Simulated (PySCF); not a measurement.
MgF, SMILES [Mg+][F], charge +1. Atoms are numbered in the order given.

```xyz
2

Mg     0.0000     0.0000    -0.7302
F      0.0000     0.0000     0.9737
```
Charge +1, spin multiplicity 1.

The structure is a stationary point at r2SCAN-D4/def2-TZVPD. The multiplicity is an assumed one; other spin states were not compared.

Computed with PySCF with CAM-B3LYP/def2-TZVPD.

Isolated molecule, no solvent.

```
Property                                                         Value
------------------------------------------------  --------------------
total energy                                        -299.68665 hartree
point group                                                        C∞v
highest occupied level                                       -17.32 eV
lowest empty level                                            -9.31 eV
orbital gap                                                    8.01 eV
dipole moment about the centre of nuclear charge                9.09 D
mean static polarisability                        10.9 bohr³ (1.61 Å³)
polarisability, principal values                  9.3, 9.3, 13.9 bohr³
```
